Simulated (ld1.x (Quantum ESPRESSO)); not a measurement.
## vanadium (V), PAW: configuration errors across variants

- Element: vanadium (V)
- Generator: ld1.x (Quantum ESPRESSO) 7.5
- Type: PAW
- Functional: PBE
- Relativity: fully relativistic
- Frozen core: [Ne] 3s2
- Valence charge: 11
- Reference configuration: 3p6 3d3.5 4s1.5 4p0
- Partial waves: 4s (bound): rcut 2.10, rcutus 2.55 bohr; 4s channel at 0.75 Ry: rcut 2.10, rcutus 2.55 bohr; 3p (bound): rcut 1.50, rcutus 1.75 bohr; 4p (bound, empty): rcut 1.50, rcutus 1.75 bohr; 3d (bound): rcut 1.20, rcutus 1.45 bohr; 3d channel at 1.25 Ry: rcut 1.20, rcutus 1.45 bohr
- Local potential: all-electron potential smoothed inside 1.90 bohr (lloc = -1)
- Core correction: Bessel-smoothed model core inside 1.00 bohr
- Augmentation charge: BESSEL, radius 0.90 bohr

Open shells are filled in proportion to 2j + 1 (rel_dist='average').

All-electron excitation energies from the reference (eV): (1) 3p6 3d3 4s2 4p0 -0.055; (2) 3p6 3d3 4s1 4p0 7.680; (3) 3p6 3d3 4s0 4p0 21.976.

Errors AE − PS in meV (a dash: test not solved or not reliable):

| change | (1) | (2) | (3) | bound ghosts |
| --- | --- | --- | --- | --- |
| base | +0.2 | -2.0 | -0.9 | not determined |
| waves 3d (bound): rcut 0.96, rcutus 1.02 bohr; 3d channel at 1.25 Ry: rcut 0.96, rcutus 1.02 bohr | -0.8 | -2.1 | -1.8 | not determined |
| waves 3d (bound): rcut 1.20, rcutus 1.42 bohr; 3d channel at 1.25 Ry: rcut 1.20, rcutus 1.42 bohr | +0.1 | -2.1 | -0.8 | not determined |
| waves 3d (bound): rcut 1.20, rcutus 1.54 bohr; 3d channel at 1.25 Ry: rcut 1.20, rcutus 1.54 bohr | +0.6 | -2.0 | -1.5 | not determined |
| waves 3d (bound): rcut 1.20, rcutus 1.80 bohr; 3d channel at 1.25 Ry: rcut 1.20, rcutus 1.80 bohr | +2.8 | -1.4 | -2.7 | not determined |
| waves 3d (bound): rcut 1.20, rcutus 1.90 bohr; 3d channel at 1.25 Ry: rcut 1.20, rcutus 1.90 bohr | +4.6 | -0.9 | -3.0 | not determined |
| waves 3d (bound): rcut 1.20, rcutus 2.18 bohr; 3d channel at 1.25 Ry: rcut 1.20, rcutus 2.18 bohr | +15 | +3.4 | -3.4 | not determined |

Q: Give the same row for: waves 3d (bound): rcut 1.14, rcutus 1.20 bohr; 3d channel at 1.25 Ry: rcut 1.14, rcutus 1.20 bohr.

A: -0.5, -2.1, -1.6; bound ghosts: not determined.
